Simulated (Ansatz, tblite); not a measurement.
Forces on Cu₂F⁺ at its PBE-D4/def2-TZVP geometry. Total charge 1; singlet.

The xTB rows come from tblite. The structure comes from a short search, and lower isomers may exist.

GFN1-xTB (tblite), largest force 0.32 eV/Å:

```xyz
3
positions Å, forces eV/Å
Cu    0.328   -0.847   -1.632    0.056   -0.143   -0.280
Cu   -0.329    0.841    1.635   -0.056    0.146    0.280
F     0.000    0.006   -0.003    0.000   -0.003    0.000
```

GFN2-xTB (tblite), largest force 0.13 eV/Å:

```
Cu 0.024 -0.059 -0.118
Cu -0.024 0.063 0.117
F 0.000 -0.004 0.001
```

PBE0-D4/def2-TZVP (Ansatz), largest force 0.08 eV/Å:

```
Cu 0.013 -0.033 -0.066
Cu -0.013 0.036 0.067
F 0.000 -0.002 0.000
```
